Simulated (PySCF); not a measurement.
**Broadened absorption spectrum of Sn(OtBu)Me3**

Sn(OtBu)Me3, C₇H₁₈OSn.
Bonds: Sn1–O2, Sn1–C16, Sn1–C20, Sn1–C24, O2–C3, C3–C4, C3–C5, C3–C6. Hydrogens: H7, H8, H9 on C4; H10, H11, H12 on C5; H13, H14, H15 on C6; H17, H18, H19 on C16; H21, H22, H23 on C20; H25, H26, H27 on C24.

The calculation used TDDFT B3LYP/def2-SVPD, vertical, gas phase, core orbitals frozen in the response, def2 core potentials past Kr in PySCF. Isolated species at its PBE0-D3(BJ)/def2-SVP geometry, gas phase. Spin–orbit coupling is left out.

Broadening: Gaussians 0.4 eV wide at half height, area fixed by f = 4.319×10⁻⁹ ∫ε dν̃. The width is an assumption, not a result. The curve ends short of the highest state used, and states not computed would add to its high-energy end.

(λ (nm), ε (L mol⁻¹ cm⁻¹)): (189.5, 3062), (191.7, 2585), (193.9, 2989), (196.1, 3763), (198.3, 4352), (200.6, 4416), (202.8, 4005), (205.0, 3468), (207.2, 3154), (209.4, 3194), (211.7, 3481), (213.9, 3716), (216.1, 3686), (218.3, 3318), (220.6, 2664), (222.8, 1948), (225.0, 1294), (227.2, 784), (229.4, 436), (231.7, 217), (233.9, 103), (236.1, 45), (238.3, 19), (240.5, 7)

(1) Locate the maxima and give the states behind the curve.

(2) On this curve, what absorbance would a 10⁻⁵ mol/L sample give at 222 nm over a 1 cm path?

(3) Coming from long wavelengths, where does ε first pass 100 L mol⁻¹ cm⁻¹?

## Answers

(1) 215 nm (5.77 eV), ε about 3700, made up of S1 (96%); 200 nm (6.21 eV), ε about 4500, made up of S2 (92%) (ε in L mol⁻¹ cm⁻¹; maxima over ε = 5, shares over 10%). At its high-energy end, 6.54 eV, the curve is still rising (ε about 3000, from S2, S5, S6 and S8). The states used: S1 5.75 eV (f 0.054); S2 6.21 eV (f 0.061); S3 6.24 eV (f 0.0037); S4 6.68 eV (f 0.0042); S5 6.73 eV (f 0.032); S6 6.87 eV (f 0.049); S7 6.90 eV (f 0.0063); S8 6.94 eV (f 0.071); S9 7.00 eV (f 0.065); S10 7.14 eV (f 0.0010).

(2) 222 nm is 5.585 eV, where ε is about 2200 L mol⁻¹ cm⁻¹, so A = ε c l ≈ 0.022 (Beer–Lambert, with the gas-phase spectrum and the assumed width).

(3) At about 234 nm (5.30 eV), 0.45 eV below S1.
